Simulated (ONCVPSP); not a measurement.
## Cr, ONCV: configuration errors across variants

- Element: Cr (Z = 24)
- Generator: ONCVPSP 4.0.1
- Type: optimised norm-conserving Vanderbilt (ONCV)
- Functional: PBE
- Relativity: scalar-relativistic
- Frozen core: [Ne]
- Valence charge: 14
- Reference configuration: 3s2 3p6 3d5 4p1
- Partial waves: 3s: rc 1.15 bohr, ncon 4, nbas 8, qcut 12.7 1/bohr, 1 projector; 3p+4p: rc 1.85 bohr, ncon 4, nbas 8, qcut 9.5 1/bohr, 2 projectors; 3d: rc 2.20 bohr, ncon 4, nbas 8, qcut 5.9 1/bohr, 1 projector
- Local potential: polynomial inside 1.05 bohr (lpopt 5, dvloc0 0 Ha)
- Core correction: Teter function, fcfact 5, rcfact 1.75

All-electron excitation energies from the reference (eV): (1) 3s2 3p6 3d5 4s1 4p0 -3.122; (2) 3s2 3p6 3d5 4p0 3.780; (3) 3s2 3p6 3d4 4p0 19.832; (4) 3s2 3p5 3d5 4s1 4p0 48.392.

3 further variants failed, have other tests or too few solved ones, and are left out.

Errors AE − PS in meV (a dash: test not solved or not reliable):

```csv
change,(1),(2),(3),(4),bound ghosts,GHOST(+) flags above zero
base,+34,+2.8,+23,-509,none,none
"local potential polynomial inside 1.05 bohr (lpopt 5, dvloc0 -1 Ha)",+54,+3.1,+23,-465,none,none
"core correction Teter function, fcfact 5, rcfact 1.48",+34,+2.8,+22,-501,none,none
"all radii but the core radius scaled by about 1.17 (s 1.34, p 2.16, d 2.56 bohr); local potential polynomial inside 1.22 bohr (lpopt 5, dvloc0 0 Ha)",-9.8,+2.7,+53,-688,none,none
s: qcut 13.4,+30,+2.8,+23,-517,none,none
d: rc 2.4,+33,+2.9,+38,-607,none,none
```

Problem. Give the same row for: p: qcut 8.2.

Solution. +34, +3.1, +22, -471; bound ghosts: none; GHOST(+) flags above zero: none.
